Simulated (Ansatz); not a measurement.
`C[O][SnH]([F])[Cl]` + NH₃ → `[NH2][SnH]([F])[Cl]` + CH₃OH at 700 K and 1 bar (ligand exchange at the Sn–O bond).

Calculated with Ansatz (gas phase, PBE0-D4/def2-TZVP geometries, no zero-point term in ΔE). CCSD(T)/CBS is the MP2 limit (def2-TZVPP, def2-QZVPP) plus CCSD(T) − MP2 in def2-TZVPP, frozen cores. This one scheme is used for every species. Elements past krypton have def2 core potentials. For Sn outer-core shells are correlated without core-valence functions, which leaves a few kJ/mol of doubt a bond. Each species was taken in one conformer, which may not be the lowest.

| species | CCSD(T)/CBS energy (Eh) | H − E (kJ/mol) | S (J/(mol·K)) |
| --- | --- | --- | --- |
| `C[O][SnH]([F])[Cl]` | -889.30712 | 212.7 | 494.1 |
| NH₃ | -56.50880 | 116.9 | 226.5 |
| `[NH2][SnH]([F])[Cl]` | -830.19021 | 158.3 | 445.7 |
| CH₃OH | -115.61712 | 170.8 | 288.5 |

H − E and S are ideal-gas, rigid-rotor, harmonic terms from PBE0-D4/def2-TZVP, for one conformer and one mirror image of each species. 1 Eh = 2625.50 kJ/mol, R = 8.31446 J/(mol·K).

**Question.** By hand: ΔE, ΔH, ΔS and ΔG.

**Answer.** ΔE = (-830.19021) + (-115.61712) − (-889.30712) − (-56.50880) = 0.00859 Eh = 22.6 kJ/mol. Δ(H − E) = 158.3 + 170.8 − 212.7 − 116.9 = -0.5, so ΔH = 22.1 kJ/mol. ΔS = 445.7 + 288.5 − 494.1 − 226.5 = 13.6 J/(mol·K). ΔG = 22.1 − 700 × (13.6)/1000 = 12.6 kJ/mol.

**Question.** By hand: the equilibrium constant, and the temperature at which ΔG would vanish if ΔH and ΔS stayed fixed.

**Answer.** log₁₀ K = −ΔG/(RT ln 10) = -0.9. ΔG = 0 at ΔH/ΔS = 1625 K, though so small a ΔS makes that figure unsure.

TΔS isn't small against ΔH here. A doubt of 5 kJ/mol in ΔE shifts log₁₀ K by 0.4 here. Other conformers and mirror images would add mixing entropy, several J/(mol·K) or more a flexible species. Modes under 60 cm⁻¹, often nearly free rotors, make the harmonic entropy too high. These are equilibria of isolated gas molecules and say nothing of rates. Largest T1 diagnostic: 0.014 (customary marks: 0.02 for closed shells, 0.045 for open ones).
